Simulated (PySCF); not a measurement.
## Spinor energies of Cr⁹⁺ (chromium, charge +9)

Start: [Ne] 3s2 3p3; 3p1/2 filled at m_j = -1/2, +1/2; 3p3/2 filled at m_j = +3/2. Calculated with PySCF 2.14 in an even-tempered Gaussian basis (20 s from 0.53 bohr⁻², ratio 2.4; 13 p from 0.69 bohr⁻², ratio 2.4; 5 d from 3.8 bohr⁻², ratio 2.6; 4 f from 5.7 bohr⁻², ratio 2.6): generalised Hartree-Fock with the X2C-1e Hamiltonian and a Gaussian nucleus; one run each with spin-orbit coupling (SO) switched off, then screened by Boettger's factors.

```tsv
spinor shell	electrons	ε, spin-free (eV)	ε, screened SO (eV)	weight of nominal j (screened SO)	rms radius, screened SO (bohr)
1s1/2	2	-6264.7	-6264.6	1.000	0.0734
2s1/2	2	-941.10	-941.07	1.000	0.314
2p1/2	2	-822.40	-829.24	0.939	0.283
2p3/2	4	-822.40	-819.01	0.970	0.286
3s1/2	2	-271.17	-271.16	1.000	0.858
3p1/2	2	-242.77	-243.04	0.570	0.870
3p3/2	1	-242.77	-242.22	1.000	0.873
```

| quantity | spin-free | screened SO |
| --- | --- | --- |
| E (hartree) | -1020.00787 | -1020.02334 |
| M_J | 3/2 | 3/2 |
| ⟨J²⟩ | 3.750 | 3.751 |
| ⟨L²⟩ | 0.000 | 0.023 |
| ⟨S²⟩ | 3.750 | 3.718 |

Each row is a mean over spinors that exchange with the open shell spreads, by up to 20.276 eV (3s1/2).

Rows whose weight is well below 1 are mixtures of j = l ± 1/2: exchange outweighs spin-orbit coupling there, and the label is only the starting occupation.

Without spin-orbit coupling the j labels of p, d and f shells carry no meaning; the spin-free column gives the mean over the occupied spinors of each nl shell.
